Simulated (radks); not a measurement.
Charge is removed step by step from the 2p up level of O3+, starting from [He] 2s2 2p(up 1, down 0). Calculated with a radial shooting solver on a logarithmic mesh with Libxc functionals: scalar-relativistic Kohn-Sham, BLYP, spin-polarised, spherical densities, point nucleus.

removed (e)  E - E(0) (eV)  eigenvalue (eV)  E minus straight line (eV)
0                    0.000          -66.376                       0.000
0.25                17.297          -72.022                      -2.153
0.5                 36.018          -77.758                      -2.883
0.75                56.181          -83.563                      -2.170
1                   77.801          -89.408                       0.000

Removing the whole electron costs 77.801 eV by Delta-SCF, against 66.376 eV from minus the eigenvalue at the starting occupation. Slater's transition state (half an electron removed) gives 77.758 eV. Integrating minus the eigenvalue over the occupation (Janak's theorem) gives 77.803 eV. In this scalar-relativistic scheme the density is built from large components alone, so the theorem holds only approximately. The mean slope of the eigenvalue, de/dn, is 23.0 eV per electron. Ionisation energy of O3+ in the NIST Atomic Spectra Database: 77.414 eV (measured).
